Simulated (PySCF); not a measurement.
# Radial density of Sr (strontium, neutral)

BLYP, [Kr] 4d1 5s1, 5s spin antiparallel (an excited configuration). All numbers are calculated (PySCF 2.14, the spin-free X2C one-electron Hamiltonian (Gaussian nucleus), in x2c-TZVPPall (8s6p6d2f1g, 79 functions)).

| r (bohr) | 4πr²ρ (e/bohr) | 4πr²(ρα − ρβ) |
| --- | --- | --- |
| 0.0417 | 42.58 | -0.0005 |
| 0.0701 | 42.10 | -0.0020 |
| 0.118 | 57.50 | -0.0046 |
| 0.198 | 39.28 | 0.0180 |
| 0.334 | 38.76 | 0.0104 |
| 0.561 | 29.13 | 0.0041 |
| 0.944 | 8.267 | -0.0211 |
| 1.59 | 5.730 | 0.1794 |
| 2.67 | 1.179 | 0.0384 |
| 4.49 | 0.4153 | -0.0820 |
| 7.56 | 0.07710 | 0.0011 |
| 12.7 | 0.0008465 | 0.0002 |

Densities and radii are taken from the X2C orbitals without a picture-change correction, which distorts them close to the nucleus.

With the s spin flipped the determinant is a mixture of two multiplicities, not a spectroscopic state.
